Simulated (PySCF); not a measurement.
**Deuteron quadrupole couplings in `FC[C@@H]1CC[C@@H]1C(F)(F)F`**

Species: C6H8F4.
Structure used (PBE0-D3(BJ)/def2-SVP), in Å, numbered top down from 1:
```
atom  x, y, z in Å
F1    -2.9847   -0.1915   -0.0077
C2    -1.7604   -0.6484    0.4179
C3    -0.7525    0.4652    0.2747
C4    -0.3613    0.9513   -1.1353
C5     1.0922    1.0993   -0.6478
C6     0.7484    0.2336    0.5849
C7     1.2348   -1.1864    0.4801
F8     2.5625   -1.2494    0.6125
F9     0.7007   -1.9599    1.4356
F10    0.9308   -1.7532   -0.6984
H11   -1.4840   -1.5228   -0.1933
H12   -1.8479   -0.9731    1.4685
H13   -1.1030    1.3148    0.8821
H14   -0.8685    1.8501   -1.5115
H15   -0.4658    0.1502   -1.8816
H16    1.8932    0.7288   -1.3033
H17    1.3377    2.1280   -0.3493
H18    1.1000    0.6004    1.5605
```

Level: PBE0/pcSseg-1 (PySCF, non-relativistic); Q(2H) = 0.00286 b; rigid geometry, the same for H and D, with no vibrational averaging.

Question: Rank these positions by the coupling χzz of a deuteron there, largest first.
A. H12 (methylene hydrogen)
B. H16 (methylene hydrogen)
C. H13 (methine hydrogen)

Answer: B (195 kHz), C (190 kHz), A (184 kHz).

Question: What are Vzz, η and χzz (234.96 MHz × Q × Vzz) at all hydrogens?

Answer: 
| atom | bonded to | bond length (Å) | Vzz (au) | η | χzz (kHz) |
| --- | --- | --- | --- | --- | --- |
| H11 | C2 | 1.102 | 0.2710 | 0.08 | 182 |
| H12 | C2 | 1.103 | 0.2736 | 0.07 | 184 |
| H13 | C3 | 1.102 | 0.2828 | 0.04 | 190 |
| H14 | C4 | 1.099 | 0.2948 | 0.00 | 198 |
| H15 | C4 | 1.100 | 0.2886 | 0.01 | 194 |
| H16 | C5 | 1.099 | 0.2908 | 0.02 | 195 |
| H17 | C5 | 1.099 | 0.2922 | 0.01 | 196 |
| H18 | C6 | 1.100 | 0.2850 | 0.05 | 192 |

Question: Give the 2H NMR doublet splittings at H15 for a magnetic field along the z, y and x axes of the gradient: 3χ/2, 3χ(1 + η)/4, 3χ(1 − η)/4.

Answer: With |χ| = 193.9 kHz and η = 0.011: 291, 147 and 144 kHz, to first order and without motion.

Isolated species at its PBE0-D3(BJ)/def2-SVP geometry (one conformer only). These gradients aren't converged with respect to the basis.
